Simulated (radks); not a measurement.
Coulomb parameter of the 5d shell of the gold ion Au+ in the model configuration [Xe] 4f14 5d8.5 6s1.5, as a second difference U = [E(n + 0.25) + E(n - 0.25) - 2 E(n)] / (0.25)^2 with all orbitals relaxed. "Bare": the charge of the atom changes with n. "Screened": the 6s shell takes up the change at fixed total charge, which measures U(5d,5d) + U(6s,6s) - 2 U(5d,6s). Method: scalar-relativistic Kohn-Sham, PBE, spin-unpolarised, spherical densities, finite nucleus; Fermi nuclear charge, rms radius 5.4371 fm; computed with a radial shooting solver on a logarithmic mesh with Libxc functionals.

\begin{tabular}{lrr}
case & configuration & E - E(n) (eV) \\ \hline
start & [Xe] 4f14 5d8.5 6s1.5 & 0.000 \\
bare +0.25 & [Xe] 4f14 5d8.75 6s1.5 & -4.359 \\
bare -0.25 & [Xe] 4f14 5d8.25 6s1.5 & 5.097 \\
screened +0.25 & [Xe] 4f14 5d8.75 6s1.25 & -0.955 \\
screened -0.25 & [Xe] 4f14 5d8.25 6s1.75 & 1.037 \\
\end{tabular}

U(bare) = 11.817 eV, U(screened by 6s) = 1.313 eV, against the Slater integral F0(5d,5d) = 16.362 eV with frozen orbitals.
